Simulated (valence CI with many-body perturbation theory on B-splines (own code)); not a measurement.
## Mo⁺ in brief

Method: relativistic CI+MBPT: five valence electrons over a frozen Dirac-Fock core [Kr], a basis of 7 s, 7 p, 8 d, 6 f, 4 g, 1 h functions for each j, with the one-electron correlation potential Σ1 (screened to all orders), the two-electron term Σ2, the three-electron term Σ3, Breit, model QED; selected single and double excitations, second order for the rest, scaled by the run's own slope (own B-spline code, finite nucleus).

Against 9 measured levels this calculation errs by 462 cm⁻¹ on average and by 775 at most. These come from a selection out of the NIST Handbook of Basic Atomic Spectroscopic Data. Levels without a partner in it may be off by more, other configurations by 1,000 to 4,000 cm⁻¹. Among the levels kept, up to 1800 cm⁻¹ of a level comes from second order outside the variational space, and about a tenth of that is noise between levels of different J, which matters for small intervals. Only levels of the ground parity were solved; by the run's estimate the other parity begins above the list, which can be wrong where configurations are misplaced.

Rates and lifetimes use the calculated energies. Strong lines usually hold to 10 to 20 %, long lifetimes can be off by a factor of two.

What is the ground level?

4d5 6S_5/2, composition 97 % 4d5 6S, g = 2.000.

What is the ionisation energy?

15.756 eV; NIST lists 16.16 ± 0.12 eV (semi-empirical).

What are the static dipole polarisabilities of the lowest levels?

4d5 6S_5/2 19.8; 4d4 5s 6D_1/2 42.1; 4d4 5s 6D_3/2 43.1 (tensor 0.14); 4d4 5s 6D_5/2 43.7 bohr³, of which the core gives 1.79.

Name the longest-lived excited levels whose lifetime is computed, and their main decay.

4d5 4G_7/2 at 1.912 eV lives 9210 s, mostly by M1 to 4d5 4G_5/2. The lifetime of 4d5 4G_9/2 is too uncertain to give, and may be longer. The lifetime of 4d5 4G_11/2 is too uncertain to give, and may be longer.

How well does LS coupling describe the low levels?

Among the lowest 20 levels the leading LS term, summed over configurations, holds 80 % on average. For single configurations the figures are 72 % in LS and 42 % in jj coupling. Terms mix most in the J = 3/2 level at 1.971 eV, where the leading one holds 51 %.
